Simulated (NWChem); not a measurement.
# CH$_{3}$AlF, doublet; SMILES [F][Al][CH3]

```xyz
6

Al     0.5606    -0.1089     0.0000
C     -0.2819     1.6699     0.0000
H     -0.9236     1.7712     0.8919
H     -0.9236     1.7712    -0.8919
H      0.4561     2.4854     0.0000
F     -0.4545    -1.4419     0.0000
```
Atoms are numbered in this order, from 1.

Level: PBE0/def2-SVP, spin-unrestricted (NWChem), optimised geometry, unscaled harmonic frequencies. In the optimisation the excess spin sits in a' (Cs, its own frame). This spin state was assumed; another may lie lower.

```csv
frequency (cm⁻¹),IR intensity (km/mol)
26,0.4
191,12.9
549,0.7
588,20.7
668,41.0
848,98.3
1167,7.4
1406,5.4
1417,6.5
3042,2.3
3147,1.3
3175,1.3
```

```
Property                                                                                             Result
-----------------------------------------------------------------------------------------  ----------------
zero-point energy                                                                             23.2 kcal/mol
thermal correction to the enthalpy at 298.15 K (with zero-point energy)                       26.8 kcal/mol
heat capacity Cv                                                                           13.9 cal/(mol K)
entropy at 298.15 K and 1 atm (symmetry number 1, electronic part: spin degeneracy alone)  73.0 cal/(mol K)
dipole moment                                                                                        1.84 D
```

Rigid rotor and harmonic oscillator; modes under 100 cm⁻¹ make the entropy uncertain.
